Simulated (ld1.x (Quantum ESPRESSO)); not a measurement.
tellurium (Te): excitation energies, all-electron against TM semilocal

- Element: tellurium (Te)
- Generator: ld1.x (Quantum ESPRESSO) 7.5
- Type: norm-conserving Troullier–Martins (semilocal form)
- Functional: PBEsol
- Relativity: scalar-relativistic
- Frozen core: [Kr] 4d10
- Valence charge: 6
- Reference configuration: 5s2 5p4
- Partial waves: 5s (bound): rc 1.65 bohr; 5d channel at 0.45 Ry: rc 2.35 bohr; 5p (bound): rc 2.40 bohr
- Local potential: the p channel
- Core correction: a·sin(br)/r model core inside 1.30 bohr

Energies are relative to the spin-unpolarised reference configuration 5s2 5p4; without spin polarisation the order of configurations can differ from experiment.

```tsv
valence configuration	charge	ΔE all-electron (eV)	error AE − PS (meV)
5s2 5p3	+1	9.753	-3.3
5s2 5p1	+3	54.678	-80
5s2 5p0	+4	91.201	-242
5s2 5p3.5	+0.5	3.907	-1.0
5s1 5p4	+1	19.626	-16
```

(1) What are ΔE and the potential's error for 5s0 5p6?

(2) What are ΔE and the potential's error for 5s2 5p2?

Answers

(1) ΔE = 18.766 eV all-electron; the error (AE − PS) is -37 meV.

(2) ΔE = 27.722 eV all-electron; the error (AE − PS) is -20 meV.
